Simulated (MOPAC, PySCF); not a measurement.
C₂H₄S₂, SMILES `SC(=S)C` (S–C–S–H torsion 0°), neutral singlet in the gas phase. 

Z-matrix (Å, degrees):
```
C
C 1 1.5063
H 2 1.0944 1 110.03
H 2 1.1016 3 109.37 1 -121.56
H 2 1.1016 3 109.37 4 -116.87
S 1 1.6358 2 124.04 3 0.03
S 1 1.7588 2 111.38 3 179.96
H 7 1.3548 1 95.60 2 -179.97
```
Charge 0, spin multiplicity 1.

All levels are single points at this geometry (PBE-D3(BJ)/def2-TZVP); Pople sets use spherical d functions. Orbital energies aren't observables, and empty levels follow the basis.

PBE/6-31G* in PySCF gives gap (eV) = 2.48.

Task: Estimate the gap (eV) from each of these levels: PBE-D3(BJ)/def2-TZVP in PySCF; B3LYP/6-31G* in PySCF; B3LYP/LANL2DZ in PySCF; BP86/6-31G* in PySCF; AM1 in MOPAC.

Result: 
```csv
level,gap (eV)
PBE-D3(BJ)/def2-TZVP in PySCF,2.41
B3LYP/6-31G* in PySCF,4.11
B3LYP/LANL2DZ in PySCF,4.22
BP86/6-31G* in PySCF,2.49
AM1 in MOPAC,7.56
```
